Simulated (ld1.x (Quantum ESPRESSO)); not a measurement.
# What one change does to a pseudopotential (boron (B), TM)

boron (B), norm-conserving Troullier–Martins (Kleinman–Bylander form), made with ld1.x (Quantum ESPRESSO) 7.5 (PBEsol, scalar-relativistic). Core [He], reference 2s2 2p1. Waves: 2s (bound): rc 1.50 bohr; 2p (bound): rc 2.75 bohr. Local part: the p channel. Core correction: a·sin(br)/r model core inside 1.50 bohr.

Change: all radii but the core radius scaled by about 0.73 (s 1.10, p 2.02 bohr).

Cutoffs: the cutoffs (Ry, on a coarse ladder) from which the occupation-weighted sum of valence levels, in a spherical-Bessel basis at the reference potential, stays within 10 and 1 mRy of its value at 400 Ry; they do not see the model core or the augmentation charge, which bear on the density cutoff. Errors are all-electron minus pseudo energies relative to the spin-unpolarised reference configuration.

Q: How do hardness, ghosts and transferability respond?

A: The potential gets harder (18 Ry and 50 Ry → 25 Ry and 70 Ry); of the 7 tests that both files solve, the error grows in 0 and shrinks in 6 by more than 15 % and 0.3 meV (median size 28.5 → 10.2 meV); neither file shows a bound ghost. A smaller radius makes the pseudo-wave follow the all-electron one further in, where it bends more sharply, so more plane waves are needed. Less of the atom is replaced, so other configurations are described better.

```csv
quantity,base,changed
"cutoff, loose",18 Ry,25 Ry
"cutoff, tight",50 Ry,70 Ry
loose cutoff by channel (10 mRy a level),"s 15 Ry, p 12 Ry","s 18 Ry, p 18 Ry"
bound ghosts,none,none
"error for 2s2 2p0, meV [ΔE 8.14 eV]",+50,+23
"error for 2s1 2p0, meV [ΔE 33.40 eV]",+181,+96
"error for 2s2 2p0.5, meV [ΔE 2.86 eV]",+5.3,+2.5
"error for 2s1 2p2, meV [ΔE 5.82 eV]",-7.3,+3.3
"error for 2s0 2p3, meV [ΔE 11.66 eV]",-29,+10
"error for 2s1 2p1, meV [ΔE 14.26 eV]",-42,-10
"error for 2s2 2p1.3, meV [ΔE -0.72 eV]",-0.1,+0.1
```
